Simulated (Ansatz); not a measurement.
Reactions of CH$_{5}$FSeSi (`FC([SiH3])[SeH]`).

Gas-phase electronic energies from Ansatz, PBE0-D4/def2-TZVP geometries. CCSD(T)/CBS is the MP2 limit (def2-TZVPP, def2-QZVPP) plus CCSD(T) − MP2 in def2-TZVPP, frozen cores. This one scheme is used for every species. Functionals use def2-TZVPP. B3LYP here is the variant with VWN-RPA as its local correlation; programs differ in this. def2 core potentials past Kr. For Se, Sn outer-core shells are correlated without core-valence functions, which leaves a few kJ/mol of doubt a bond. Scalar relativity is left out up to krypton. One conformer a species, not always the lowest.

```tsv
reaction	B3LYP-D4 (kJ/mol)	PBE-D4 (kJ/mol)	MP2/CBS(def2) (kJ/mol)	PBE0-D4 (kJ/mol)	CCSD(T)/CBS(def2) (kJ/mol)
`FC([SiH3])[SeH]` + `CO[SiH3]` → `CO[SiH2][SeH]` + `FC[SiH3]`	-98	-96	-102	-102	-100
`FC([SiH3])[SeH]` + CH₃OH → `OC[SeH]` + `FC[SiH3]`	0	1	6	1	4
`FC([SiH3])[SeH]` + `[SiH3]Cl` → `Cl[SiH2][SeH]` + `FC[SiH3]`	-91	-89	-96	-95	-93
`FC([SiH3])[SeH]` + `C[O][Sn]([SH])([Cl])[Cl]` → `C[O][Sn]([Cl])([Cl])[SeH]` + `FC([SiH3])S`	-18	-18	-18	-19	-17
```

Largest T1 diagnostic: 0.013, for `C[O][Sn]([SH])([Cl])[Cl]`.
